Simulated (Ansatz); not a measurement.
Basis-set extrapolation for BFH3NOSi (`NB1O[SiH]1F`) (PBE0-D4/def2-TZVP geometry, frozen core, Ansatz 0.2.0). Multiplicity 1, RHF reference.

|  | def2-TZVPP | def2-QZVPP |
| --- | --- | --- |
| HF | -544.380674 | -544.402249 |
| MP2 correlation | -0.900455 | -0.974280 |
| CCSD(T) correlation | -0.954159 | not run |

Energies in hartree. Use E(X) = E(∞) + A·exp(−7.88·√X) for Hartree–Fock and E(X) = E(∞) + B·X^(−2.97) for correlation, with X = 3 and 4, and add CCSD(T) minus MP2 of the smaller set to the MP2 limit.

Problem. What is the CCSD(T) energy at the basis-set limit?

Solution. HF limit: -544.402249 + (-0.021575) × 0.13774 = -544.40522. MP2 limit: -0.974280 + (-0.073825) × 0.74074 = -1.02897. Higher-order term: -0.954159 − (-0.900455) = -0.05370. Total: -545.48789 hartree, 4.16 eV below CCSD(T)/def2-TZVPP.
